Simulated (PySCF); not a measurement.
## Boron: a sound run and one with changed settings

Sound run: B⁺ [He] 2s2, B²⁺ [He] 2s1. Computed with PySCF 2.14 in cc-pVDZ-DK (3s2p1d, 14 functions), with scalar relativity by spin-free X2C-1e. In the sound run the correlated levels freeze 1s2. The sound run starts from symmetry-adapted Hartree-Fock orbitals and uses a fine grid where one is needed.

Changed run: all electrons correlated in a basis built for the valence shell.

| species | method | sound run (hartree) | changed run (hartree) | converged |
| --- | --- | --- | --- | --- |
| B⁺ | MP2 | -24.27388 | -24.27492 | yes |
| B⁺ | CCSD(T) | -24.29990 | -24.30066 | yes |
| B²⁺ | MP2 | n/a | -23.37872 | yes |
| B²⁺ | CCSD(T) | n/a | -23.37879 | yes |

Ionisation energy of B⁺:

| method | sound run (eV) | changed run (eV) |
| --- | --- | --- |
| UHF | 23.494 | 23.494 |
| MP2 | 24.378 | 24.387 |
| SCS-MP2 | 24.555 | 24.565 |
| CCSD | 25.086 | 25.084 |
| CCSD(T) | 25.086 | 25.085 |

A valence basis has no tight correlating functions, so it recovers only part of the core correlation, and not evenly between atom and ion.

For comparison, NIST gives 25.155 eV between the lowest levels.
